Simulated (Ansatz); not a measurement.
Consider the hydrogenolysis of a Ge–C bond: `C[CH](C)[Ge][F]` + H₂ → `[F][GeH]` + `CCC`.

Program: Ansatz. Geometries: PBE0-D4/def2-TZVP. ΔE: electronic, gas phase. CCSD(T)/CBS is the MP2 limit (def2-TZVPP, def2-QZVPP) plus CCSD(T) − MP2 in def2-TZVPP, frozen cores. This one scheme is used for every species. DFT in def2-TZVPP. For Ge outer-core shells are correlated without core-valence functions, which leaves a few kJ/mol of doubt a bond. Scalar relativity is left out up to krypton. Each species was taken in one conformer, which may not be the lowest.

```json
{"level": "r2SCAN0-D4", "ΔE (kcal/mol)": "-6.3"}
{"level": "revPBE", "ΔE (kcal/mol)": "-8.4"}
{"level": "BLYP", "ΔE (kcal/mol)": "-9.5"}
{"level": "r2SCANh", "ΔE (kcal/mol)": "-6.2"}
{"level": "HF/def2-TZVPP", "ΔE (kcal/mol)": "-15.1"}
{"level": "HF/def2-QZVPP", "ΔE (kcal/mol)": "-15.4"}
{"level": "HF/CBS(def2)", "ΔE (kcal/mol)": "-15.4"}
{"level": "MP2/CBS(def2)", "ΔE (kcal/mol)": "-1.9"}
```

Problem. What does CCSD(T)/CBS give? (An estimate is asked.)

Solution. Computed: -4.3 kcal/mol. The listed levels differ from it by -2.0, -4.1, -5.2, -1.9, -10.8, -11.1, -11.1, 2.4 kcal/mol.

Problem. What do rigid-rotor, harmonic-oscillator terms from PBE0-D4/def2-TZVP frequencies (298.15 K, 1 bar) make of the CCSD(T)/CBS value? (Estimate.)

Solution. Ansatz gave: ΔZPE = +4.1 kcal/mol, ΔH = -1.7 kcal/mol, ΔS = 24 J/(mol·K), ΔG = -3.4 kcal/mol. Modes under 50 cm⁻¹ make the entropy rough.

Largest T1 diagnostic among the species: 0.014.

At CCSD(T), def2-SVP lies −4.4 kcal/mol from the extrapolated value and def2-TZVPP −1.2 kcal/mol. Leaving LDA and LC-ωPBE aside and taking each functional with its dispersion term where it has one, the values, not all of them listed here, spread over 5.7 kcal/mol, from B97M-V to revPBE-D4. LDA lies +2.7 kcal/mol from PBE without D4.
